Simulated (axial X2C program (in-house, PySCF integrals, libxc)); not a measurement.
## SnS: computed against measured constants

Calculated with an in-house all-electron X2C program for linear molecules (integrals from PySCF). Spin-free means the one-electron spin-free X2C Hamiltonian; two-component (2c) means X2C with spin–orbit coupling and atomic mean-field two-electron Coulomb and Gaunt terms, so the difference of the two also holds small scalar two-electron terms. Basis: Sn dyall-cv3z [11s12p9d4f1g], S dyall-av3z [9s8p3d2f] (cores contracted in-house); Gaussian nuclei, density fitting, unrestricted open shells. Masses: Sn 119.902 u, S 31.972 u.

| Hamiltonian | level | Re (Å) | ωe (cm⁻¹) | ωexe (cm⁻¹) | De (eV) |
| --- | --- | --- | --- | --- | --- |
| spin-free | PBE0 | 2.207 | 500.3 | 1.14 | 4.95 |
| spin-free | HF | 2.191 | 534.3 | 1.09 | 2.57 |
| spin-free | MP2 | 2.234 | 484.6 | 1.09 | 5.02 |
| spin-free | CCSD | 2.222 | 498.8 | 1.13 | 4.53 |
| spin-free | CCSD(T) | 2.239 | 476.1 | 1.26 | 4.83 |
| spin-free | BHandHLYP | 2.200 | 513.2 | 1.12 | 4.51 |
| 2c | PBE0 | 2.208 | 499.2 | 1.15 | n/a |
| 2c | BHandHLYP | 2.201 | 511.8 | 1.14 | n/a |

De refers to Sn + S.

Correlated methods: 10 electrons correlated (number of frozen shells: Sn 4 s, 3 p, 2 d; S 2 s, 1 p), 258 virtual spin orbitals or spinors in MP2, 88 natural virtuals in coupled cluster.

Measured (Huber and Herzberg, Constants of Diatomic Molecules, 1979; state 1Σ+): Re (Å) 2.20903, ωe (cm⁻¹) 487.26, ωexe (cm⁻¹) 1.358.

Task: Work out the error of each level, computed minus measured.

Result: 

```json
{"Hamiltonian": "spin-free", "level": "PBE0", "Re (Å)": "-0.002", "ωe (cm⁻¹)": "13.0", "ωexe (cm⁻¹)": "-0.22"}
{"Hamiltonian": "spin-free", "level": "HF", "Re (Å)": "-0.018", "ωe (cm⁻¹)": "47.0", "ωexe (cm⁻¹)": "-0.27"}
{"Hamiltonian": "spin-free", "level": "MP2", "Re (Å)": "0.025", "ωe (cm⁻¹)": "-2.7", "ωexe (cm⁻¹)": "-0.27"}
{"Hamiltonian": "spin-free", "level": "CCSD", "Re (Å)": "0.013", "ωe (cm⁻¹)": "11.5", "ωexe (cm⁻¹)": "-0.23"}
{"Hamiltonian": "spin-free", "level": "CCSD(T)", "Re (Å)": "0.030", "ωe (cm⁻¹)": "-11.2", "ωexe (cm⁻¹)": "-0.10"}
{"Hamiltonian": "spin-free", "level": "BHandHLYP", "Re (Å)": "-0.009", "ωe (cm⁻¹)": "25.9", "ωexe (cm⁻¹)": "-0.24"}
{"Hamiltonian": "2c", "level": "PBE0", "Re (Å)": "-0.001", "ωe (cm⁻¹)": "11.9", "ωexe (cm⁻¹)": "-0.21"}
{"Hamiltonian": "2c", "level": "BHandHLYP", "Re (Å)": "-0.008", "ωe (cm⁻¹)": "24.5", "ωexe (cm⁻¹)": "-0.22"}
```

Occupations by symmetry block were frozen at the best pattern of an incomplete PBE0 search. Closed shells are restricted here (equal orbitals for both partners); the stretched side of such a curve lies too high. De is counted from the lowest determinant-based energies of the atoms at the same level, without counterpoise correction. De is not given where an atomic determinant may have missed its ground term or J level, or where the truncated virtual space spoils (T). CCSD and (T) use frozen natural virtuals with an MP2 correction for the truncation; (T) itself is uncorrected, so its De runs slightly low. The functionals have no current-density term, which raises determinants with orbital currents, atoms included. The T1 diagnostic is large, a sign of multireference character. With the outer-core shells frozen, correlated bond lengths of heavy atoms tend to come out a few hundredths of an ångström too long.
